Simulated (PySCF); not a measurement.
## Fe: interval between two levels

Fe [Ar] 3d6 4s2 [5D4, M_J = 4] → Fe [Ar] 3d7 4s1 [5F5, M_J = 5], as a difference of total energies. All numbers are calculated (PySCF 2.14, the two-component X2C-1e Hamiltonian, in x2c-TZVPall-2c). Correlated levels: [Ne] frozen; the 6 highest virtual spinors dropped. "Screened" scales the spin-orbit matrix elements by Boettger's factors to mimic the two-electron term; Breit and QED terms are absent.

```json
{"method": "GHF (spin-free)", "interval between two levels (cm⁻¹)": "17542", "error (cm⁻¹)": "+10613"}
{"method": "GMP2 (spin-free)", "interval between two levels (cm⁻¹)": "4824.7", "error (cm⁻¹)": "-2104"}
{"method": "GHF (screened spin-orbit)", "interval between two levels (cm⁻¹)": "17408", "error (cm⁻¹)": "+10479"}
{"method": "GMP2 (screened spin-orbit)", "interval between two levels (cm⁻¹)": "4679.3", "error (cm⁻¹)": "-2249"}
```

Reference: 6928.3 cm⁻¹ (measured; NIST Handbook of Basic Atomic Spectroscopic Data (Sansonetti and Martin, J. Phys. Chem. Ref. Data 34, 1559 (2005))).

Errors of the correlated levels include the incompleteness of this basis and the frozen core.

The labels give the starting determinants; with spin-orbit coupling the two ends relaxed to ⟨J²⟩ = 20.02, ⟨L²⟩ = 6.01, ⟨S²⟩ = 6.01 and ⟨J²⟩ = 30.01, ⟨L²⟩ = 12.01, ⟨S²⟩ = 6.00.
